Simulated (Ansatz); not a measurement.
Method: Ansatz (a quantum-chemistry and plane-wave program) with frozen-core CCSD(T)/cc-pVDZ // PBE-D3(BJ)/def2-SVP. The restricted HF reference is unstable towards unrestricted orbitals.

Ansatz 0.2 input:
```yaml
crystal:
  periodic: [false, false, false]
  atoms:
    - { symbol: B, position_ang: [-1.050446, -2.295371, 0.041999] }
    - { symbol: C, position_ang: [-0.61603, -0.809373, 0.030666] }
    - { symbol: C, position_ang: [-1.595139, 0.214354, -0.020582] }
    - { symbol: Si, position_ang: [-3.462713, -0.166909, -0.076732] }
    - { symbol: C, position_ang: [-1.206194, 1.585334, -0.033549] }
    - { symbol: C, position_ang: [0.131932, 1.950745, 0.002613] }
    - { symbol: C, position_ang: [1.153195, 0.963014, 0.05415] }
    - { symbol: C, position_ang: [2.537791, 1.294049, 0.091274] }
    - { symbol: C, position_ang: [3.473619, 0.276368, 0.14133] }
    - { symbol: C, position_ang: [3.005685, -1.068287, 0.154303] }
    - { symbol: N, position_ang: [1.729357, -1.41424, 0.120434] }
    - { symbol: C, position_ang: [0.78283, -0.432441, 0.069606] }
    - { symbol: H, position_ang: [-2.243341, -2.547411, 0.009141] }
    - { symbol: H, position_ang: [-0.263274, -3.2131, 0.080488] }
    - { symbol: H, position_ang: [-3.854882, -0.937695, -1.30547] }
    - { symbol: H, position_ang: [-3.938803, -0.897456, 1.14668] }
    - { symbol: H, position_ang: [-4.159188, 1.169505, -0.122602] }
    - { symbol: H, position_ang: [-1.977528, 2.370301, -0.073142] }
    - { symbol: H, position_ang: [0.421033, 3.014551, -0.008225] }
    - { symbol: H, position_ang: [2.840525, 2.353281, 0.079428] }
    - { symbol: H, position_ang: [4.553016, 0.486581, 0.170801] }
    - { symbol: H, position_ang: [3.738557, -1.895795, 0.195136] }
basis:
  gaussian: { orbitals: cc-pVDZ }
correlation:
  method: ccsd_t
```

Output:

```
Functional definition: HF
2071 factors; integrals over basis functions are off by at most 1.1e-3 eV
mean field evaluation 1: about -19442.2603 eV, gradient 3.9e1 eV
mean field evaluation 2: about -19442.8061 eV, gradient 3.9e1 eV
mean field evaluation 4: about -19448.2314 eV, gradient 7.4e0 eV
mean field evaluation 8: about -19448.3855 eV, gradient 3.6e-1 eV
mean field evaluation 16: about -19442.2596 eV, gradient 3.9e1 eV
mean field -19448.38702655 eV, -714.7150406356 hartree, gradient 1.6e-6 eV, S^2 0.000000; 0 other end points of the search recorded, 0 dependent functions left out; unrestricted orbitals would lower it
16 core orbitals not correlated
reference -19448.38702655 eV, -714.7150406356 hartree; 29, 29 occupied and 177, 177 virtual orbitals, 2071 factors
second order -41.06816453 eV of doubles, -0.00000000 eV of singles
cycle   1  -41.31538790 eV  change   -2.5e-1 eV  update   1.8e-1
cycle   2  -42.66847531 eV  change    -1.4e0 eV  update   5.8e-2
cycle   3  -42.98300572 eV  change   -3.1e-1 eV  update   2.6e-2
cycle   4  -42.98283197 eV  change    1.7e-4 eV  update   7.9e-3
cycle   5  -42.98403245 eV  change   -1.2e-3 eV  update   4.4e-3
cycle   6  -42.98592329 eV  change   -1.9e-3 eV  update   1.3e-3
cycle   7  -42.98544367 eV  change    4.8e-4 eV  update   7.7e-4
cycle   8  -42.98533982 eV  change    1.0e-4 eV  update   2.9e-4
cycle   9  -42.98540679 eV  change   -6.7e-5 eV  update   1.5e-4
cycle  10  -42.98538932 eV  change    1.7e-5 eV  update   4.8e-5
perturbative correction -2.03029675 eV, -0.0746120294 hartree
Total energy: -19493.40271262 eV, -716.3693365859 hartree
```

Cost: about 28 core-minutes (a rough figure).
